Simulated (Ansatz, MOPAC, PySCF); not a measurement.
Pair of molecules: CHN (SMILES C#N) (first 3 atoms) with C2H3N (SMILES CC#N); geometry from B3LYP-D3(BJ)/def2-TZVP, rigid monomers moved along the line of their centres of mass till C1···C5 is 3.63 Å.
(charge 0, multiplicity 1):
```xyz
9

C      0.3363     0.2915     0.2805
N     -0.6058    -0.3462     0.1386
H      1.2105     0.8808     0.4501
C     -0.5968    -0.6133     4.1598
C      0.5713     0.2110     3.9050
N      1.4889     0.8611     3.6653
H     -1.3086    -0.0756     4.7863
H     -1.0721    -0.8613     3.2092
H     -0.3054    -1.5344     4.6647
```

Monomers are frozen at their geometry in the pair; levels with a basis set take the counterpoise correction. Rows marked so take none.

Rows in 6-311+G**, 6-31G* carry no dispersion term and start afresh at each structure (6-31G* with six Cartesian d functions). The state that AM1, PM3 reach isn't checked.

The values were computed with Ansatz (Gaussian orbitals); MOPAC for AM1, PM3 (differences of heats of formation); PySCF for 6-311+G** rows, 6-31G* rows, the dispersion terms. 

| level | interaction energy (kJ/mol) |
|---|---|
| AM1 | -3.1 |
| PM3 | -3.7 |
| HF/6-31G* | -12.6 |
| PBE-D3(BJ)/def2-TZVPPD | -17.4 |
| r2SCAN-D4/def2-TZVPPD | -16.8 |
| B3LYP/6-31G* | … |
| B3LYP/6-311+G** (no counterpoise) | -11.9 |
| B3LYP/def2-TZVPPD | -12.0 |
| PBE0-D3(BJ)/def2-TZVPPD | -17.7 |

**Question.** Some entries are withheld; supply them.

**Answer.** 
- B3LYP/6-31G*, interaction energy (kJ/mol): -10.9

Ansatz is a first-principles code.
